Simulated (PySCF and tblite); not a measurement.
The numbers below are computed, except where a source is named.
System: C6H8F2, numbered as in [F:1][C:2]1([F:3])[CH2:4][CH:5]=[CH:6][CH2:7][CH2:8]1.

Geometries: GFN2-xTB; energies: PBE0/pcSseg-1 + D3(BJ), IEF-PCM dimethylsulfoxide; zero-point and thermal terms from GFN2-xTB harmonic modes (soft modes blended into free rotors). Rate constants are transition-state-theory values, counting equivalent paths, without tunnelling. Programs: tblite and PySCF.

Estimate the barrier and the room-temperature rate of the inversion of the 6-membered ring (2–4–5–6–7–8).

The electronic barrier is 4.9 kcal/mol and ΔG‡(298 K) 5.2 kcal/mol, over a C1 saddle (twist-boat) with an imaginary mode of 112i cm⁻¹ (GFN2-xTB). With 2 equivalent paths, k is 1.9×10⁹ s⁻¹, a mean lifetime of the start of 540 ps against this motion.
